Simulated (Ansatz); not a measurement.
Program: Ansatz. Geometries: PBE0-D4/def2-TZVP. ΔE: electronic, gas phase. CCSD(T)/CBS is the MP2 limit (def2-TZVPP, def2-QZVPP) plus CCSD(T) − MP2 in def2-TZVPP, frozen cores. This one scheme is used for every species. Functionals use def2-TZVPP. Each species was taken in one conformer, which may not be the lowest.

Consider the ligand exchange at the Si–O bond: `[AlH2][SiH]([SiH3])O[SiH3]` + NH₃ → `N[SiH]([AlH2])[SiH3]` + `O[SiH3]`.

`[AlH2][SiH]([SiH3])O[SiH3]`:

Z-matrix (Å, degrees):
```
Si
Si 1 2.353
O 1 1.655 2 111.0
Al 1 2.458 2 111.0 3 -124.3
H 1 1.499 2 104.8 3 117.3
H 2 1.490 1 111.1 3 64.2
H 2 1.490 1 108.2 3 -177.2
H 2 1.489 1 112.4 3 -57.2
Si 3 1.636 1 141.6 2 48.8
H 4 1.590 1 118.4 2 -58.4
H 4 1.588 1 121.9 2 120.2
H 9 1.488 3 110.1 1 -54.4
H 9 1.483 3 108.2 1 -174.2
H 9 1.487 3 110.4 1 65.8
```

NH₃:

Cartesian coordinates in Å:
```
N -0.224 0.017 -0.170
H 0.243 -0.878 -0.251
H 0.462 0.730 -0.382
H -0.481 0.131 0.803
```

`N[SiH]([AlH2])[SiH3]`:

```xyz
12

N     0.611   -1.598   -1.070
Si   -0.232   -0.631    0.109
Al    1.010    0.176    2.082
Si   -1.135    1.225   -1.006
H     0.975   -2.492   -0.777
H     1.288   -1.136   -1.658
H    -1.398   -1.437    0.588
H     0.259    0.931    3.268
H     2.589   -0.011    2.194
H    -2.081    0.845   -2.091
H    -0.040    2.036   -1.613
H    -1.847    2.091   -0.026
```

`O[SiH3]`:

Z-matrix (Å, degrees):
```
Si
O 1 1.648
H 1 1.489 2 111.7
H 1 1.489 2 111.7 3 120.9
H 1 1.481 2 105.9 3 -119.6
H 2 0.957 1 117.9 3 -60.5
```

(1) Is it downhill or uphill in electronic energy at CCSD(T)/CBS, and by how much? (An estimate is asked.)

(2) What do these levels give: PBE-D4, ωB97M-V, B2PLYP, PBE, r2SCAN, HF/def2-TZVPP, MP2/def2-TZVPP, CCSD/def2-TZVPP, CCSD(T)/def2-TZVPP, HF/def2-QZVPP, MP2/def2-QZVPP, HF/CBS(def2)? (An estimate is asked.)

Largest T1 diagnostic among the species: 0.013.

## Answers

(1) The calculation gave: Uphill: ΔE = +0.67 eV.

(2) Ansatz gave: PBE-D4 0.58, ωB97M-V 0.64, B2PLYP 0.65, PBE 0.54, r2SCAN 0.62, HF/def2-TZVPP 0.73, MP2/def2-TZVPP 0.66, CCSD/def2-TZVPP 0.68, CCSD(T)/def2-TZVPP 0.67, HF/def2-QZVPP 0.75, MP2/def2-QZVPP 0.66, HF/CBS(def2) 0.75 eV.

In def2-TZVPP, CCSD(T) changes the Hartree–Fock value by −0.07 eV (the triples alone add −0.01 eV) and MP2 by −0.08 eV. The D4 term adds +0.07 eV with B3LYP and +0.04 eV with PBE0; it sums over pairs of atoms, weighted by their polarisabilities, and B3LYP, whose exchange is more repulsive, gets the larger term.

B3LYP here is the variant with VWN-RPA as its local correlation; programs differ in this.
